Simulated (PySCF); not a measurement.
Species: C6H13GeN.
SMILES with atom numbers: `[CH3:1][N:2]([CH3:3])[GeH:4]1[CH2:5][CH:6]=[CH:7][CH2:8]1` (hydrogens: H9, H10, H11 on C1; H12, H13, H14 on C3; H15 on Ge4; H16, H17 on C5; H18 on C6; H19 on C7; H20, H21 on C8)

Cartesian coordinates in Å at the PBE0-D3(BJ)/def2-SVP level; atoms count from 1:
```
atom  x, y, z in Å
C1    -3.041   -0.438    0.216
N2    -1.924    0.450    0.050
C3    -1.963    1.606    0.906
Ge4   -0.277   -0.190   -0.454
C5     1.008   -0.464    1.027
C6     1.973    0.672    0.834
C7     1.881    1.466   -0.245
C8     0.804    1.239   -1.268
H9    -2.977   -1.281   -0.489
H10   -3.993    0.088    0.010
H11   -3.127   -0.864    1.240
H12   -2.879    2.200    0.724
H13   -1.950    1.357    1.989
H14   -1.103    2.267    0.713
H15   -0.553   -1.433   -1.320
H16    1.513   -1.442    0.949
H17    0.528   -0.441    2.020
H18    2.759    0.846    1.579
H19    2.594    2.286   -0.387
H20    1.217    0.930   -2.243
H21    0.207    2.146   -1.460
```

Theory: PySCF, PBE0-D3(BJ)/def2-SVP geometry optimisation, gas phase.

Masses are those of the commonest isotopes; rigid-rotor values at the optimised geometry. The values belong to one conformer with, in the numbering `[CH3:1][N:2]([CH3:3])[GeH:4]1[CH2:5][CH:6]=[CH:7][CH2:8]1`, C1–N2–Ge4–C5 -98°.

(1) What are A, B and C (cm⁻¹)?

(2) Classify the top.

(3) Is it planar, by Δ = Ic − Ia − Ib?

(4) Give the other two planar moments, Paa and Pbb, and the rms extents of the mass along the axes.

(5) Where do the levels up to J = 3 lie, in MHz?

(6) Predict some low-J microwave lines.

Results:

(1) Ia = 190.32, Ib = 470.71, Ic = 489.52 u·Å²; 505379 MHz·u·Å²/I gives 2655, 1074 and 1032 MHz, that is A = 0.08857, B = 0.03581, C = 0.03444 cm⁻¹.

(2) A near-prolate asymmetric top; Ray's κ = -0.949.

(3) Not planar: Δ = Ic − Ia − Ib = -171.52 u·Å². For a rigid frame Δ = −2 Σ m c², so Σ m c² = 85.76 u·Å² lies off the ab plane: 23.77 from hydrogen and 61.99 from heavier atoms. The atom farthest from that plane is 2.28 Å away.

(4) Paa = Σ m a² = (Ib + Ic − Ia)/2 = 384.96 and Pbb = Σ m b² = (Ia + Ic − Ib)/2 = 104.56 u·Å². With the mass M = 173.03 u, the rms extents √(P/M) along a, b and c are 1.49, 0.78, 0.70 Å.

(5) Above 0(0,0):
J = 1: 1(0,1) 2106, 1(1,1) 3688, 1(1,0) 3729
J = 2: 2(0,2) 6317, 2(1,2) 7859, 2(1,1) 7982, 2(2,1) 12728, 2(2,0) 12728
J = 3: 3(0,3) 12632, 3(1,3) 14114, 3(1,2) 14362, 3(2,2) 19046, 3(2,1) 19050, 3(3,1) 27058, 3(3,0) 27058
The levels of one J sum to (2J + 1)J(J + 1)(A + B + C)/3.

(6) The dipole components are |μa| = 0.00 D, |μb| = 0.06 D, |μc| = 0.31 D. The squared components, which scale the intensities, stand as 0.00 : 0.04 : 1.00 (a : b : c). Some lines, for components of 0.1 D or more:

| type | branch | J(Ka,Kc) | MHz | lower level (cm⁻¹) |
| --- | --- | --- | --- | --- |
| c | Q | 3(1,3) ← 3(0,3) | 1482 | 0.421 |
| c | Q | 2(1,2) ← 2(0,2) | 1541 | 0.211 |
| c | Q | 1(1,1) ← 1(0,1) | 1582 | 0.070 |
| c | R | 1(1,0) ← 0(0,0) | 3729 | 0.000 |
| c | Q | 3(2,2) ← 3(1,2) | 4684 | 0.479 |
| c | Q | 2(2,1) ← 2(1,1) | 4745 | 0.266 |
| c | R | 2(1,1) ← 1(0,1) | 5876 | 0.070 |
| c | Q | 3(3,1) ← 3(2,1) | 8008 | 0.635 |
| c | R | 3(1,2) ← 2(0,2) | 8045 | 0.211 |
| c | R | 2(2,0) ← 1(1,0) | 8999 | 0.124 |
| c | R | 2(2,1) ← 1(1,1) | 9040 | 0.123 |
| c | R | 3(2,1) ← 2(1,1) | 11067 | 0.266 |
| c | R | 3(2,2) ← 2(1,2) | 11187 | 0.262 |
| c | R | 3(3,0) ← 2(2,0) | 14330 | 0.425 |
| c | R | 3(3,1) ← 2(2,1) | 14330 | 0.425 |

Whether it is a minimum is left open (no frequencies). These are rigid-rotor constants of the computed structure; measured ground-state constants (B0) also hold zero-point vibration. A rigid rotor knows nothing of internal rotation, which can split or shift real lines. Quadrupole hyperfine structure (14N) is left out.

On one thread, Intel Xeon at 2.70 GHz (x86_64), no GPU, on a shared host, this took 6.4 min and 0.98 GiB of memory at its peak. This is the geometry optimisation.
